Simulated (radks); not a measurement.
The numbers below are computed, except where a source is named.
Neutral zirconium, configuration [Kr] 4d2 5s2. Level of theory: scalar-relativistic Kohn-Sham, Slater X-alpha with alpha = 0.56, spin-polarised, spherical densities, finite nucleus; open shells are filled with parallel spins first (spin-orbit coupling, left out, can overturn this in heavy ions); Fermi nuclear charge, rms radius 4.2694 fm (a radial shooting solver on a logarithmic mesh with Libxc functionals).

Normalised radial functions P(r) = r R(r), r in bohr:

r           4s up  5s down  4d down
0.00226    0.0616   0.0172   0.0000
0.00261    0.0697   0.0194   0.0000
0.003039   0.0792   0.0221   0.0000
0.003509   0.0890   0.0248   0.0000
0.004085   0.1005   0.0280   0.0000
0.004718   0.1122   0.0313   0.0000
0.005449   0.1247   0.0348   0.0001
0.006343   0.1386   0.0386   0.0001
0.007326   0.1522   0.0424   0.0001
0.008528   0.1667   0.0465   0.0002
0.009849   0.1800   0.0502   0.0003
0.01147    0.1928   0.0537   0.0004
0.01324    0.2030   0.0566   0.0006
0.01542    0.2104   0.0586   0.0009
0.0178     0.2129   0.0593   0.0014
0.02056    0.2095   0.0584   0.0021
0.02394    0.1978   0.0551   0.0031
0.02764    0.1772   0.0493   0.0045
0.03218    0.1437   0.0400   0.0067
0.03716    0.0997   0.0277   0.0097
0.04327    0.0400   0.0110   0.0142
0.04997   -0.0279  -0.0079   0.0200
0.05817   -0.1084  -0.0303   0.0285
0.06718   -0.1875  -0.0524   0.0394
0.07758   -0.2617  -0.0730   0.0535
0.09032   -0.3236  -0.0902   0.0726
0.1043    -0.3545  -0.0986   0.0951
0.1214    -0.3450  -0.0957   0.1235
0.1402    -0.2871  -0.0792   0.1543
0.1633    -0.1713  -0.0465   0.1893
0.1886    -0.0162  -0.0029   0.2222
0.2195     0.1754   0.0507   0.2526
0.2535     0.3538   0.1001   0.2725
0.2928     0.4930   0.1377   0.2785
0.3408     0.5581   0.1533   0.2643
0.3936     0.5149   0.1375   0.2273
0.4582     0.3493   0.0864   0.1615
0.5292     0.0942   0.0106   0.0745
0.6161    -0.2374  -0.0842  -0.0391
0.7115    -0.5562  -0.1695  -0.1604
0.8283    -0.8354  -0.2325  -0.2922
0.9566    -0.9993  -0.2491  -0.4096
1.105     -1.0432  -0.2142  -0.5089
1.286     -0.9667  -0.1228  -0.5849
1.485     -0.8097   0.0034  -0.6247
1.729     -0.6031   0.1571  -0.6325
1.997     -0.4114   0.2995  -0.6111
2.325     -0.2449   0.4247  -0.5651
2.685     -0.1333   0.5058  -0.5072
3.126     -0.0612   0.5451  -0.4384
3.61      -0.0254   0.5387  -0.3713
4.169     -0.0090   0.4956  -0.3057
4.853     -0.0025   0.4213  -0.2409
5.605     -0.0006   0.3362  -0.1858
6.525     -0.0001   0.2445  -0.1354
7.535     0.0000   0.1666  -0.0958
8.772     0.0000   0.1009  -0.0629
10.13     0.0000   0.0568  -0.0398
11.79     0.0000   0.0276  -0.0228
13.62     0.0000   0.0123  -0.0125

4s up: eigenvalue -51.829 eV, 3 radial nodes at r = 0.0472, 0.191, 0.554 bohr, <r> = 1.22 bohr, 90 % of the charge inside 1.79 bohr. 5s down: eigenvalue -2.784 eV, 4 radial nodes at r = 0.0472, 0.190, 0.539, 1.48 bohr, <r> = 4.06 bohr, 90 % of the charge inside 6.17 bohr. 4d down (empty): eigenvalue -1.158 eV, 1 radial node at r = 0.586 bohr, <r> = 2.64 bohr, 90 % of the charge inside 4.61 bohr.
